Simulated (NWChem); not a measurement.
System: propylene glycol (C3H8O2); SMILES CC(O)CO

NWChem input:

```
start job
memory heap 200 mb stack 900 mb global 1100 mb
geometry units angstroms noautosym nocenter noautoz
  C     -0.659484     1.738212    -0.019811
  C      0.005826     0.429404     0.351410
  O      1.366378     0.388553    -0.049399
  C     -0.698530    -0.798284    -0.212025
  O      0.007934    -1.957877     0.101197
  H     -0.092334     2.587291     0.388003
  H     -0.714671     1.856216    -1.115844
  H     -1.687053     1.788519     0.371178
  H      0.036982     0.323330     1.449076
  H      1.403677     0.632015    -0.982911
  H     -1.716724    -0.883521     0.202883
  H     -0.812156    -0.663407    -1.312920
  H      0.940352    -1.711293     0.016208
end
basis spherical
  * library 6-311g**
end
dft
  xc b3lyp
  iterations 150
end
cosmo
  do_cosmo_smd true
  solvent water
end
task dft energy
```

Excerpt of the output:

```
             Northwest Computational Chemistry Package (NWChem) 7.3.0
             --------------------------------------------------------

                             Geometry "geometry" -> ""
                             -------------------------

 Output coordinates in angstroms (scale by  1.889725989 to convert to a.u.)

  No.       Tag          Charge          X              Y              Z
 ---- ---------------- ---------- -------------- -------------- --------------
    1 C                    6.0000    -0.65948400     1.73821200    -0.01981100
    2 C                    6.0000     0.00582600     0.42940400     0.35141000
    3 O                    8.0000     1.36637800     0.38855300    -0.04939900
    4 C                    6.0000    -0.69853000    -0.79828400    -0.21202500
    5 O                    8.0000     0.00793400    -1.95787700     0.10119700
    6 H                    1.0000    -0.09233400     2.58729100     0.38800300
    7 H                    1.0000    -0.71467100     1.85621600    -1.11584400
    8 H                    1.0000    -1.68705300     1.78851900     0.37117800
    9 H                    1.0000     0.03698200     0.32333000     1.44907600
   10 H                    1.0000     1.40367700     0.63201500    -0.98291100
   11 H                    1.0000    -1.71672400    -0.88352100     0.20288300
   12 H                    1.0000    -0.81215600    -0.66340700    -1.31292000
   13 H                    1.0000     0.94035200    -1.71129300     0.01620800

 Effective nuclear repulsion energy (a.u.)     196.0722062414

                                 NWChem DFT Module
                                 -----------------

 Summary of "ao basis" -> "ao basis" (spherical)
 ------------------------------------------------------------------------------
       Tag                 Description            Shells   Functions and Types
 ---------------- ------------------------------  ------  ---------------------
 C                          6-311g**                 8       18   4s3p1d
 O                          6-311g**                 8       18   4s3p1d
 H                          6-311g**                 4        6   3s1p

 in cosmo_initialize ...
 calling solv_data for solv:h2o

 solvent parameters
 solvname_short: h2o
 solvname_long:  water
 dielec:       78.4000
 dielecinf:     1.7769
 aqueous SMD model solvent descriptors
 dielec:       78.4000
 sola:          0.8200

          ---------------
          -cosmo- solvent
          ---------------
 Cosmo: York-Karplus, doi: 10.1021/jp992097l
 dielectric constant -eps-     =  78.40
 screen = (eps-1)/(eps    )    =   0.98724
 surface charge correction     = lagrangian

   van der Waals surface
 --------------------------

 ---------- ATOMIC COORDINATES (A.U.) ------------ VDWR(ANG.) --
     1   -1.24624405    3.28474439   -0.03743736     1.850
     2    0.01100954    0.81145590    0.66406861     1.850
     3    2.58208002    0.73425870   -0.09335057     1.520
     4   -1.32003029   -1.50853802   -0.40066915     1.850
     5    0.01499309   -3.69985105    0.19123460     1.520
     6   -0.17448596    4.88927104    0.73321935     1.200
     7   -1.35053236    3.50773962   -2.10863941     1.200
     8   -3.18806790    3.37981084    0.70142471     1.200
     9    0.06988585    0.61100510    2.73835658     1.200
    10    2.65256491    1.19433517   -1.85743246     1.200
    11   -3.24413796   -1.66961260    0.38339328     1.200
    12   -1.53475230   -1.25365745   -2.48105904     1.200
    13    1.77700761   -3.23387486    0.03062868     1.200
 number of segments per atom =        128
 number of   points per atom =        128
 atom (   nspa,  nppa )
 ----------------------
    1 (     57,     0 )       0
    2 (     22,     0 )       0
    3 (     54,     0 )       0
    4 (     45,     0 )       0
    5 (     63,     0 )       0
    6 (     54,     0 )       0
    7 (     56,     0 )       0
    8 (     54,     0 )       0
    9 (     56,     0 )       0
   10 (     68,     0 )       0
   11 (     55,     0 )       0
   12 (     56,     0 )       0
   13 (     57,     0 )       0
 number of -cosmo- surface points =      697
 molecular surface =    107.997 angstrom**2
 molecular volume  =     81.084 angstrom**3
 -lineq- algorithm             =   0
 -bem- low  level              =   3
 -bem- from -octahedral-
 gaussian surface charge width =   4.50000
 degree of switching           =   1.00000
 switching function tolerance  =   0.00010
 atomic radii =
 --------------
    1  6.000  1.850
    2  6.000  1.850
    3  8.000  1.520
    4  6.000  1.850
    5  8.000  1.520
    6  1.000  1.200
    7  1.000  1.200
    8  1.000  1.200
    9  1.000  1.200
   10  1.000  1.200
   11  1.000  1.200
   12  1.000  1.200
   13  1.000  1.200
 ...... end of -cosmo- initialization ......

 nat:                    13
 ixmem:                  9153
 calling mnsol_interface()
 G(SMD-CDS) energy (kcal/mol)  =     2.811
 SMD-CDS SASA (angstrom**2)    =   142.352

            General Information
            -------------------
          SCF calculation type: DFT
          Wavefunction type:  closed shell.
          No. of atoms     :    13
          No. of electrons :    42
           Alpha electrons :    21
            Beta electrons :    21
          Charge           :     0
          Spin multiplicity:     1
          Use of symmetry is: off; symmetry adaption is: off
          Maximum number of iterations: 150
          AO basis - number of functions:   138
                     number of shells:    72
          Convergence on energy requested:  1.00D-06
          Convergence on density requested:  1.00D-05
          Convergence on gradient requested:  5.00D-04

              XC Information
              --------------
                         B3LYP Method XC Potential
                     Hartree-Fock (Exact) Exchange  0.200
                        Slater Exchange Functional  0.800 local
                    Becke 1988 Exchange Functional  0.720 non-local
              Lee-Yang-Parr Correlation Functional  0.810
                  VWN I RPA Correlation Functional  0.190 local

             Grid Information
             ----------------
          Grid used for XC integration:  medium
          Radial quadrature: Mura-Knowles
          Angular quadrature: Lebedev.
          Tag              B.-S. Rad. Rad. Pts. Rad. Cut. Ang. Pts.
          ---              ---------- --------- --------- ---------
          C                   0.70       49          11.0       434
          O                   0.60       49          12.0       434
          H                   0.35       45          12.0       434
          Grid pruning is: on
          Number of quadrature shells:   605
          Spatial weights used:  Erf1

      Superposition of Atomic Density Guess
      -------------------------------------

 Sum of atomic energies:        -266.55638097

      Non-variational initial energy
      ------------------------------

 Total energy =    -269.412916
 1-e energy   =    -750.590171
 2-e energy   =     285.105049
 HOMO         =      -0.333902
 LUMO         =       0.076472

   convergence    iter        energy       DeltaE   RMS-Dens  Diis-err
 ---------------- ----- ----------------- --------- --------- ---------
     COSMO gas phase
 d= 0,ls=0.0,diis     1   -269.5541503777 -4.66D+02  7.68D-03  1.12D+00
 d= 0,ls=0.0,diis     2   -269.5567304804 -2.58D-03  4.92D-03  1.07D+00
 d= 0,ls=0.0,diis     3   -269.6414303972 -8.47D-02  1.12D-03  1.41D-01
 d= 0,ls=0.0,diis     4   -269.6528608025 -1.14D-02  2.38D-04  1.83D-03
 d= 0,ls=0.0,diis     5   -269.6530042913 -1.43D-04  7.75D-05  3.82D-04
  Resetting Diis
 d= 0,ls=0.0,diis     6   -269.6530441616 -3.99D-05  1.88D-05  1.54D-05
 d= 0,ls=0.0,diis     7   -269.6530453133 -1.15D-06  1.37D-05  2.45D-06
 d= 0,ls=0.0,diis     8   -269.6530450432  2.70D-07  8.11D-06  5.72D-06

   convergence    iter        energy       DeltaE   RMS-Dens  Diis-err
 ---------------- ----- ----------------- --------- --------- ---------
     COSMO solvation phase
 d= 0,ls=0.0,diis     1   -269.6637751489 -1.07D-02  1.86D-03  1.02D-02
 d= 0,ls=0.0,diis     2   -269.6659015914 -2.13D-03  3.33D-04  5.30D-03
 d= 0,ls=0.0,diis     3   -269.6662358353 -3.34D-04  1.44D-04  1.70D-03
 d= 0,ls=0.0,diis     4   -269.6663712360 -1.35D-04  3.13D-05  3.04D-05
 d= 0,ls=0.0,diis     5   -269.6663738810 -2.64D-06  8.85D-06  4.23D-06
 d= 0,ls=0.0,diis     6   -269.6663742636 -3.83D-07  2.99D-06  6.45D-07

         Total DFT energy =     -269.666374263582
      One electron energy =     -755.636026761715
           Coulomb energy =      326.397618842701
    Exchange-Corr. energy =      -36.565327326719
 Nuclear repulsion energy =      196.072206241377

             COSMO energy =        0.065154740774

 Numeric. integr. density =       42.000014183668

                                COSMO-SMD solvation results
                                ---------------------------

             internal energy in gas <Psi(g)|H|Psi(g)> =      -269.653045043247
         internal energy in solvent <Psi(s)|H|Psi(s)> =      -269.649847937750
                               delta internal energy  =         0.003197105498 (    2.01 kcal/mol)
   total free energy in solvent <Psi(s)|H+V/2|Psi(s)> =      -269.670853566023
 polarization energy contribution <Psi(s)|V/2|Psi(s)> =        -0.021005628273 (  -13.18 kcal/mol)
    total free energy in solvent including G(SMD-CDS) =      -269.666374263582
                       G(SMD-CDS) energy contribution =         0.004479302441 (    2.81 kcal/mol)
     1 M fixed-concentration free energy of solvation =        -0.013329220335 (   -8.36 kcal/mol)

                       DFT Final Molecular Orbital Analysis
                       ------------------------------------

 Vector   19  Occ=2.000000D+00  E=-3.326597D-01
              MO Center=  2.3D-01,  2.7D-01,  1.4D-01, r^2= 3.2D+00
   Bfn.  Coefficient  Atom+Function         Bfn.  Coefficient  Atom+Function
  ----- ------------  ---------------      ----- ------------  ---------------
    47      0.187557   3 O  px               43      0.157198   3 O  px
   110     -0.154356   9 H  s                44     -0.148222   3 O  py
    48     -0.143314   3 O  py               27     -0.140764   2 C  pz
    46      0.131292   3 O  s                25     -0.130048   2 C  px
    31     -0.120464   2 C  pz                7      0.113904   1 C  px

 Vector   20  Occ=2.000000D+00  E=-3.005335D-01
              MO Center=  3.9D-01, -2.8D-01, -5.8D-02, r^2= 3.0D+00
   Bfn.  Coefficient  Atom+Function         Bfn.  Coefficient  Atom+Function
  ----- ------------  ---------------      ----- ------------  ---------------
    48      0.326791   3 O  py               44      0.288157   3 O  py
    85      0.220343   5 O  pz               40      0.204643   3 O  py
    81      0.203680   5 O  pz               77      0.144883   5 O  pz
   122     -0.140107  11 H  s               128      0.130644  12 H  s
    61      0.099408   4 C  px               62      0.099604   4 C  py

 Vector   21  Occ=2.000000D+00  E=-2.734734D-01
              MO Center=  4.7D-02, -8.9D-01, -4.8D-02, r^2= 2.7D+00
   Bfn.  Coefficient  Atom+Function         Bfn.  Coefficient  Atom+Function
  ----- ------------  ---------------      ----- ------------  ---------------
    85      0.332925   5 O  pz               81      0.288062   5 O  pz
    77      0.206150   5 O  pz               48     -0.192240   3 O  py
   128      0.168158  12 H  s                44     -0.162536   3 O  py
    26      0.139548   2 C  py               84      0.134636   5 O  py
    63     -0.129630   4 C  pz               64     -0.121670   4 C  s

 Vector   22  Occ=0.000000D+00  E= 4.256963D-02
              MO Center=  5.6D-02,  5.2D-01, -4.8D-01, r^2= 6.7D+00
   Bfn.  Coefficient  Atom+Function         Bfn.  Coefficient  Atom+Function
  ----- ------------  ---------------      ----- ------------  ---------------
    10      0.956089   1 C  s                64      0.754988   4 C  s
   117     -0.668780  10 H  s               105     -0.470442   8 H  s
   123     -0.456363  11 H  s               129     -0.413701  12 H  s
    28      0.386979   2 C  s                46      0.386154   3 O  s
    99     -0.378671   7 H  s               111     -0.376462   9 H  s

 Vector   23  Occ=0.000000D+00  E= 6.480369D-02
              MO Center=  5.0D-02,  2.3D-01,  6.8D-02, r^2= 8.0D+00
   Bfn.  Coefficient  Atom+Function         Bfn.  Coefficient  Atom+Function
  ----- ------------  ---------------      ----- ------------  ---------------
    10      0.929300   1 C  s               135      0.787365  13 H  s
    93     -0.623831   6 H  s               105     -0.613221   8 H  s
   117      0.551614  10 H  s                28      0.506303   2 C  s
    82     -0.443158   5 O  s               123     -0.445255  11 H  s
   111     -0.425068   9 H  s                46     -0.375731   3 O  s

 Vector   24  Occ=0.000000D+00  E= 7.479463D-02
              MO Center= -1.6D-01,  2.8D-01,  1.5D-01, r^2= 7.0D+00
   Bfn.  Coefficient  Atom+Function         Bfn.  Coefficient  Atom+Function
  ----- ------------  ---------------      ----- ------------  ---------------
   111      1.291276   9 H  s                99     -0.884276   7 H  s
    31     -0.714610   2 C  pz              129     -0.673844  12 H  s
   135      0.459158  13 H  s               123      0.408257  11 H  s
    28     -0.389509   2 C  s               117     -0.335366  10 H  s
    13     -0.325146   1 C  pz               82     -0.282387   5 O  s

     Multipole analysis of the density
     ---------------------------------

     L   x y z        total         alpha         beta         nuclear
     -   - - -        -----         -----         ----         -------
     0   0 0 0      0.000000    -21.000000    -21.000000     42.000000

     1   1 0 0     -0.258809     -0.355643     -0.355643      0.452478
     1   0 1 0      1.072710      0.923229      0.923229     -0.773748
     1   0 0 1     -0.693104     -0.485920     -0.485920      0.278736

     2   2 0 0    -23.460925    -65.835485    -65.835485    108.210045
     2   1 1 0     -1.579504      3.908935      3.908935     -9.397373
     2   1 0 1     -1.994358     -0.976346     -0.976346     -0.041666
     2   0 2 0    -27.947455   -144.181594   -144.181594    260.415732
     2   0 1 1     -0.212241     -0.255241     -0.255241      0.298242
     2   0 0 2    -21.874828    -24.291428    -24.291428     26.708029
```

Level: B3LYP/6-311G** (spherical d), SMD on the gas-phase geometry. The geometry was optimised at PBE0/def2-SVP. Solvent: water.
